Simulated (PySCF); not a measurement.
ClH3MoO4, SMILES [O]=[Mo]([OH])([OH])([OH])[Cl], multiplicity 1. Coordinates come from a PBE-D3(BJ)/def2-SVP optimisation. The multiplicity is an assumed one; no other spin state was optimised. The structure was generated by enumeration; whether it is a known compound was not checked. The def2 effective core potentials stand for the cores of Mo; spin–orbit coupling is left out. Other conformers were not sampled.

Computed equilibrium geometry at PBE-D3(BJ)/def2-SVP (PySCF confirms it by a frequency run) as bond lengths and angles (one conformer of several):
Atoms: Mo1 O2 Cl3 O4 H5 O6 H7 O8 H9. Bond lengths (Å): Mo1–O2 1.680, Mo1–Cl3 2.459, Mo1–O4 1.879, Mo1–O6 1.891, Mo1–O8 1.879, O4–H5 0.978, O6–H7 0.980, O8–H9 0.980. Angles (°): O2–Mo1–Cl3 120.7, O2–Mo1–O4 109.2, O2–Mo1–O6 97.7, O2–Mo1–O8 101.0, Cl3–Mo1–O4 130.1, Cl3–Mo1–O6 77.8, Cl3–Mo1–O8 77.9, O4–Mo1–O6 95.3, O4–Mo1–O8 94.6, O6–Mo1–O8 154.6, Mo1–O4–H5 120.0, Mo1–O6–H7 118.5, Mo1–O8–H9 119.6.
Charge 0, spin multiplicity 1.
